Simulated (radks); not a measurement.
Task: Species: Ge+. Configuration: [Ar] 3d10 4s2 4p1. Calculated with a radial shooting solver on a logarithmic mesh with Libxc functionals: non-relativistic Kohn-Sham, LDA (Slater exchange, Perdew-Wang correlation), spin-unpolarised, spherical densities, point nucleus. Some entries of the table are withheld. Estimate them.

orbital  occ.  eigenvalue (hartree)  <r^2> (bohr^2)
1s          2             -396.6293        0.003076
2s          2             -49.38852         0.05405
2p          6                   (1)         0.04207
3s          2              -6.29434             (2)
3p          6              -4.52767          0.5014
3d         10              -1.44931          0.6854
4s          2              -0.72577           4.830
4p          1                   (3)           7.490

Result: 
(1) 2p eigenvalue (hartree): -44.05380
(2) 3s <r^2> (bohr^2): 0.4673
(3) 4p eigenvalue (hartree): -0.42214
